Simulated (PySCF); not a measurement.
Species: `C(C)P(CC)CC`. The columns A, B, C and D hold Mulliken, IAO, Hirshfeld and ESP-fitted charges (e) of one PBE0/pcSseg-1 density (PySCF), in a shuffled order. Coordinates in Å (PBE0-D3(BJ)/def2-SVP); the density's dipole moment is (0.22, 0.15, 1.24) D.

```csv
atom,x,y,z,A,B,C,D
C1,-1.643,-2.259,0.414,-0.373,-0.272,-0.405,-0.118
C2,-0.314,-1.532,0.553,+0.078,-0.481,-0.427,-0.111
P3,-0.162,-0.047,-0.557,-0.404,+0.314,+0.467,+0.142
C4,1.516,0.557,-0.028,+0.095,-0.481,-0.427,-0.111
C5,2.663,-0.256,-0.611,-0.324,-0.272,-0.405,-0.118
C6,-1.227,1.151,0.389,+0.079,-0.481,-0.427,-0.111
C7,-1.294,2.532,-0.248,-0.351,-0.272,-0.405,-0.118
H8,-2.490,-1.629,0.729,+0.106,+0.117,+0.131,+0.036
H9,-1.826,-2.557,-0.631,+0.127,+0.124,+0.141,+0.036
H10,-1.668,-3.170,1.032,+0.080,+0.122,+0.140,+0.040
H11,-0.136,-1.230,1.601,+0.029,+0.133,+0.124,+0.032
H12,0.511,-2.210,0.278,+0.086,+0.152,+0.139,+0.037
H13,1.592,1.603,-0.371,+0.072,+0.152,+0.139,+0.037
H14,1.569,0.582,1.075,+0.021,+0.134,+0.124,+0.032
H15,2.608,-0.292,-1.710,+0.114,+0.124,+0.141,+0.036
H16,2.654,-1.296,-0.248,+0.091,+0.117,+0.132,+0.036
H17,3.639,0.175,-0.336,+0.065,+0.122,+0.140,+0.040
H18,-2.237,0.709,0.425,+0.083,+0.152,+0.139,+0.037
H19,-0.874,1.214,1.434,+0.027,+0.133,+0.124,+0.032
H20,-0.310,3.026,-0.259,+0.104,+0.117,+0.132,+0.036
H21,-1.982,3.193,0.302,+0.073,+0.122,+0.140,+0.040
H22,-1.643,2.473,-1.290,+0.121,+0.124,+0.141,+0.036
```

**Question.** Which column most likely holds the ESP-fitted charges?

**Answer.** A. Σ q r misses the density's dipole by 0.06 D (A), 1.61 D (D), 2.23 D (B), 2.52 D (C). Charges fitted to the outside potential are the only set here that is tied to the molecule's multipoles.

**Question.** And the Hirshfeld charges?

**Answer.** D. The mean sizes are 0.062 e (D), 0.132 e (A), 0.205 e (B), 0.227 e (C), and Hirshfeld charges are commonly the smallest of these schemes.

As computed, A = ESP-fitted, B = Mulliken, C = IAO, D = Hirshfeld. Hydrogens on carbon: ESP-fitted +0.02 to +0.13, Mulliken +0.12 to +0.15, IAO +0.12 to +0.14, Hirshfeld +0.03 to +0.04 e.

The Mulliken scheme gives each basis function's population to the atom it is centred on and halves the overlap population of two atoms between them. The Hirshfeld scheme divides the density at each point in proportion to the densities of the neutral, spherically averaged free atoms.

One conformer (not necessarily the lowest) at the PBE0-D3(BJ)/def2-SVP geometry, without solvent, vibrations or thermal averaging.

Conformer computed: `[CH3:1][CH2:2][P:3]([CH2:4][CH3:5])[CH2:6][CH3:7]`: C1–C2–P3–C4 178°, C2–P3–C4–C5 77°, C2–P3–C6–C7 178°.
